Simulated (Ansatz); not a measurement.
Molecule: C$_{2}$H$_{6}$BO$_{2}$ (charge 0, doublet). It need not be the lowest isomer of its formula. 
Geometry from a B3LYP-D3(BJ)/def2-TZVP (Ansatz, an electronic-structure program) optimisation:
```xyz
11

B      0.1831     0.7083     0.3155
O      0.7904    -0.4227    -0.1007
C      2.2011    -0.6193    -0.0461
O     -1.1412     0.9059     0.2697
C     -2.0333    -0.1011    -0.2404
H      2.7045     0.2543     0.3700
H      2.5670    -0.8051    -1.0561
H      2.4082    -1.4908     0.5753
H     -1.7972    -0.3281    -1.2805
H     -1.9559    -1.0139     0.3513
H     -3.0419     0.2994    -0.1702
```
Charge 0, spin multiplicity 2.

Basis-set convergence of Hartree-Fock and MP2 correlation energies (hartree) with Ansatz. Valence correlation only, unless marked. UHF or UKS for open shells. Spin-orbit coupling is left out. Non-relativistic.

```json
[
 {"basis": "cc-pVDZ", "functions": "100", "E(HF)": "-253.67174", "E(corr, MP2)": "-0.71184"},
 {"basis": "cc-pVTZ", "functions": "234", "E(HF)": "…", "E(corr, MP2)": "…"}
]
```

**Question.** Complete the blanks.

**Answer.** 
- cc-pVTZ, E(HF): -253.75623
- cc-pVTZ, E(corr, MP2): -0.89265
